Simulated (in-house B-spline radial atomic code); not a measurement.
F²⁺. Computed with a B-spline radial atomic code. Model: non-relativistic spherical atom: semilocal Troullier-Martins pseudo-atom, one channel per l, against all electrons, high spin, G0W0 and RPA with empty states to l = 8, local potential for every l without a channel, a model core (radius 0 = none) keeps its share of the functional.

What the tables leave out is listed at the end.

The pseudopotential gives back the lowest level of each angular momentum of its own functional in the configuration it was made in; a second state of the same l is only approximately right. Exact exchange, RPA and GW see the smooth pseudo-orbitals and miss the exchange with the core, for which the functional's share stands in. The column with an uncorrelated core keeps all orbitals and exact exchange, and so separates missing core correlation from pseudisation. Only the three outermost levels and the lowest empty one were computed. RPA here is direct RPA, with no exchange kernel, and its energies carry an (l + 1/2)⁻⁴ tail. A hybrid on a potential with a model core restores only its own semilocal share of the core's exchange.

Command:
```bash
python run_psgw.py task.json out
```
Settings (lengths in bohr, energies in hartree):
```
Z                      9
electrons              7
configuration          [He] 2s2 2p3
generated_in           [He] 2s2 2p5
functional             pbe,pbe
core_shells            1
radius_factor          1
core_correction        False
```

Time taken, with all properties: 16 s on 1 thread of Arm Neoverse N1, on a shared host.

Given: made with PBE; model core radius 0 bohr; local radius 0.804 bohr; mean-field start PBE.

Valence shells of the generating configuration: 2s, 2p.

Channel: s 0.76, p 1.055 (radii in bohr).

Computed: largest level miss in the spin-unpolarised generating configuration 0 eV; valence RPA correlation energy pseudo -0.24895 hartree; all-electron RPA polarisability, core included 1.0484 bohr³; pseudo-atom RPA polarisability 1.0505 bohr³.

```json
{"level": "2p up", "occupied": "1", "mean-field all-electron (eV)": "-51.572", "mean-field pseudo minus all (eV)": "-0.061", "G0W0 all-electron (eV)": "-62.148", "G0W0 uncorrelated core minus all (eV)": "0.084", "G0W0 pseudo minus all (eV)": "0.265", "exchange self-energy all-electron (eV)": "-40.81", "exchange self-energy pseudo (eV)": "-39.456"}
{"level": "2s down", "occupied": "1", "mean-field all-electron (eV)": "-63.196", "mean-field pseudo minus all (eV)": "0.3", "G0W0 all-electron (eV)": "-72.732", "G0W0 uncorrelated core minus all (eV)": "0.065", "G0W0 pseudo minus all (eV)": "0.129", "exchange self-energy all-electron (eV)": "-29.174", "exchange self-energy pseudo (eV)": "-26.11"}
{"level": "2p down (empty)", "occupied": "0", "mean-field all-electron (eV)": "-44.274", "mean-field pseudo minus all (eV)": "0.732", "G0W0 all-electron (eV)": "-35.327", "G0W0 uncorrelated core minus all (eV)": "0.088", "G0W0 pseudo minus all (eV)": "0.288", "exchange self-energy all-electron (eV)": "-6.8866", "exchange self-energy pseudo (eV)": "-5.7531"}
```

What is the valence RPA correlation energy all-electron orbitals?

-0.24698 hartree.

Given: mean-field start PBE0.

Computed: valence RPA correlation energy all-electron orbitals -0.23132 hartree; all-electron RPA polarisability, core included 0.94101 bohr³; pseudo-atom RPA polarisability 0.94633 bohr³.

| level | occupied | mean-field all-electron (eV) | mean-field pseudo minus all (eV) | G0W0 all-electron (eV) | G0W0 uncorrelated core minus all (eV) | G0W0 pseudo minus all (eV) | exchange self-energy all-electron (eV) | exchange self-energy pseudo (eV) |
| --- | --- | --- | --- | --- | --- | --- | --- | --- |
| 2p up | 1 | -54.824 | 0.019 | -62.54 | 0.083 | 0.27 | -40.862 | -39.485 |
| 2s down | 1 | -65.552 | 0.28 | -72.7 | 0.066 | 0.123 | -29.094 | -26.116 |
| 2p down (empty) | 0 | -41.346 | 0.477 | -35.055 | 0.083 | 0.272 | -6.7338 | -5.6825 |

What is the valence RPA correlation energy pseudo?

-0.23316 hartree.

Given: mean-field start Hartree-Fock.

Computed: valence RPA correlation energy all-electron orbitals -0.19736 hartree; valence RPA correlation energy pseudo -0.19852 hartree; all-electron RPA polarisability, core included 0.74216 bohr³.

```json
{"level": "2p up", "occupied": "1", "mean-field all-electron (eV)": "-63.89", "mean-field pseudo minus all (eV)": "0.199", "G0W0 all-electron (eV)": "-63.22", "G0W0 uncorrelated core minus all (eV)": "0.08", "G0W0 pseudo minus all (eV)": "0.28", "exchange self-energy all-electron (eV)": "-40.994", "exchange self-energy pseudo (eV)": "-39.587"}
{"level": "2s down", "occupied": "1", "mean-field all-electron (eV)": "-70.713", "mean-field pseudo minus all (eV)": "0.274", "G0W0 all-electron (eV)": "-72.435", "G0W0 uncorrelated core minus all (eV)": "0.067", "G0W0 pseudo minus all (eV)": "0.154", "exchange self-energy all-electron (eV)": "-28.637", "exchange self-energy pseudo (eV)": "-25.91"}
{"level": "2s up", "occupied": "?", "mean-field all-electron (eV)": "?", "mean-field pseudo minus all (eV)": "?", "G0W0 all-electron (eV)": "?", "G0W0 uncorrelated core minus all (eV)": "?", "G0W0 pseudo minus all (eV)": "?", "exchange self-energy all-electron (eV)": "?", "exchange self-energy pseudo (eV)": "?"}
{"level": "2p down (empty)", "occupied": "0", "mean-field all-electron (eV)": "-31.479", "mean-field pseudo minus all (eV)": "0.021", "G0W0 all-electron (eV)": "-34.306", "G0W0 uncorrelated core minus all (eV)": "0.066", "G0W0 pseudo minus all (eV)": "0.205", "exchange self-energy all-electron (eV)": "-6.1063", "exchange self-energy pseudo (eV)": "-5.3071"}
```

What belongs in the row 2s up?

occupied: 1; mean-field all-electron (eV): -88.093; mean-field pseudo minus all (eV): -1.237; G0W0 all-electron (eV): -84.013; G0W0 uncorrelated core minus all (eV): 0.03; G0W0 pseudo minus all (eV): -0.618; exchange self-energy all-electron (eV): -47.416; exchange self-energy pseudo (eV): -45.912.

What is the pseudo-atom RPA polarisability?

0.74974 bohr³.

Among the listed levels the largest G0W0 shift of the pseudo-atom is -0.62 eV, for 2s up on the Hartree-Fock start, while leaving the core uncorrelated moves that level by +0.03 eV. So pseudisation and the lost core exchange, not the missing core correlation, make the error. Not in the tables (levels of low weight, unsolved or above zero; the highest and the empty levels are kept at any weight): on PBE the G0W0 levels 2s up (pseudo minus all -0.40 eV, weights 0.19 and 0.18); on PBE0 the G0W0 levels 2s up (pseudo minus all -0.15 eV, weights 0.39 and 0.40).
